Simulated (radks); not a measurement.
The numbers below are computed, except where a source is named.
H, 1 electrons, occupied as 1s1 (the NIST ground configuration).

Level of theory: non-relativistic Kohn-Sham, LDA (Slater exchange, Perdew-Wang correlation), spin-polarised, spherical densities, point nucleus; open shells are filled with parallel spins first (a radial shooting solver on a logarithmic mesh with Libxc functionals).

Energy parts (Ry):
total: -0.95742
kinetic: 0.93335
electron-nucleus: -1.93131
Hartree: 0.59678
exchange-correlation: -0.55625

Orbitals (lengths in bohr, moments of r in powers of bohr; r(90%) holds 90 % of the orbital's charge):
| orbital | occ. | eigenvalue (Ry) | <r^4> | r(90%) | <1/r> |
|---|---|---|---|---|---|
| 1s up | 1 | -0.53803 | 30.32 | 2.84 | 0.9657 |

The highest occupied level is 1s up at -7.320 eV. Summed over all electrons, <r^2> = 3.387 bohr^2, which gives a Langevin (diamagnetic) susceptibility term of -2.68 x 10^-6 cm^3/mol. The spin density at the nucleus is 0.3023 e/bohr^3 (1s 0.3023), a Fermi contact field of 15.9 T. Spin moment in Bohr magnetons: 1. The electron density at the nucleus is 0.3023 e/bohr^3. The density falls to 0.001 e/bohr^3 at r = 2.95 bohr. Virial ratio -V/T = 2.02579.
